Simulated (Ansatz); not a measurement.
**Which isomer of C2H2Ge gives these data?**

These gas-phase data were calculated for one isomer of C2H2Ge at r2SCAN-D4/def2-TZVP (harmonic, unscaled wavenumbers; equilibrium rotational constants with average atomic masses):

* rotational constants: 194.6, 3.688, 3.62 GHz
* all wavenumbers above 1500 cm⁻¹: 3447, 2055, 1912

Candidates:

(1) `C=[C]=[Ge]`, a singlet
(2) `C#[C][GeH]`, a singlet

Question: Which structure fits?

Answer: Candidate (2). The band at 3447 cm⁻¹ lies where the ≡C–H stretch is expected; (1) has no mode between 3300 and 3560 cm⁻¹.

The same quantities for all candidates:

```tsv
	rotational constants (GHz)	wavenumbers above 1500 cm⁻¹	E above the lowest, r2SCAN-D4/def2-TZVP (kcal/mol)
(1)	294.2, 3.698, 3.652	3104, 3045, 1704	0.0
(2)	194.6, 3.688, 3.62	3447, 2055, 1912	6.4
```

Programs: Ansatz 0.2.0.
